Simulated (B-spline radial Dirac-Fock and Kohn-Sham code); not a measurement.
Radiative decay of the 2p3/2 hole in La²⁺

System: the La²⁺ ion, [Xe] 5d1, inside a Watson sphere of charge -2 and radius 2.7 Å (a model of the Madelung potential; inside it an electron's potential energy is raised by 10.7 eV).

Model: a relativistic independent-particle model: LDA orbitals of the hole state, radiative multipoles to third order, Auger rates from the Coulomb interaction with a continuum orbital, Dirac-Fock energies. Program: a radial finite-basis atomic code.

| line | multipole | energy (eV) | width (meV) | share (%) |
| --- | --- | --- | --- | --- |
| Lℓ (L3-M1) | E1 | 4115.2 | 10.6 | 3.04 |
| Lα2 (L3-M4) | E1 | 4633.7 | 29.2 | 8.36 |
| Lα1 (L3-M5) | E1 | 4650.5 | 259 | 74.0 |
| Lβ6 (L3-N1) | E1 | 5201.8 | 2.48 | 0.710 |
| Lβ15 (L3-N4) | E1 | 5381.8 | 4.75 | 1.36 |
| Lβ2 (L3-N5) | E1 | 5384.7 | 42.5 | 12.2 |
| Lβ7 (L3-O1) | E1 | 5450.2 | 0.477 | 0.136 |
| Lβ5 (L3-O5) | E1 | 5492.6 | 0.453 | 0.130 |

The listed lines hold 99.9 % of the radiative rate. The radiative width is 0.350 eV in the length form and 0.355 eV in the velocity form; the two differ because the transition energies are not eigenvalue differences of the potential that gave the orbitals.

Values without a named source are computed, but for edge energies of neutral atoms, which are taken from tables.
